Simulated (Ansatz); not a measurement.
`NC[SiH2]Cl` and `BC[SiH2]Cl` differ in one atom or group.

Ansatz, PBE0-D4/def2-TZVP geometries, multiplicity 1. Each molecule was computed in one conformer, which needn't be the lowest.

| property | `NC[SiH2]Cl` |
| --- | --- |
| size of the dipole moment (PBE/def2-TZVPP) / D | 1.98 |
| HOMO–LUMO gap (PBE/def2-TZVPP) / eV | 5.05 |
| LUMO energy (ωB97M-V/def2-TZVPP) / eV | 2.04 |
| size of the dipole moment (B3LYP/def2-TZVPP) / D | 2.01 |
| HOMO energy (PBE0/def2-TZVPP) / eV | -7.13 |
| zero-point energy (PBE0-D4/def2-TZVP) / kJ/mol | 193.2 |

**Question.** Give the same properties after the change, and the shifts. (Best estimate.)

**Answer.** Ansatz gave: 
```json
{"property": "size of the dipole moment (PBE/def2-TZVPP) / D", "`BC[SiH2]Cl`": "0.66", "shift": "-1.32"}
{"property": "HOMO–LUMO gap (PBE/def2-TZVPP) / eV", "`BC[SiH2]Cl`": "4.79", "shift": "-0.26"}
{"property": "LUMO energy (ωB97M-V/def2-TZVPP) / eV", "`BC[SiH2]Cl`": "0.12", "shift": "-1.92"}
{"property": "size of the dipole moment (B3LYP/def2-TZVPP) / D", "`BC[SiH2]Cl`": "0.80", "shift": "-1.21"}
{"property": "HOMO energy (PBE0/def2-TZVPP) / eV", "`BC[SiH2]Cl`": "-8.84", "shift": "-1.71"}
{"property": "zero-point energy (PBE0-D4/def2-TZVP) / kJ/mol", "`BC[SiH2]Cl`": "174.6", "shift": "-18.6"}
```

With PBE0 the HOMO falls by 1.71 eV and the LUMO falls by 2.09 eV, so the gap narrows by about 0.38 eV. PBE moves the HOMO by -1.90 eV and ωB97M-V by -1.52 eV. Dipoles are sizes alone; their direction can turn.

B3LYP here is the variant with VWN-RPA as its local correlation; programs differ in this.
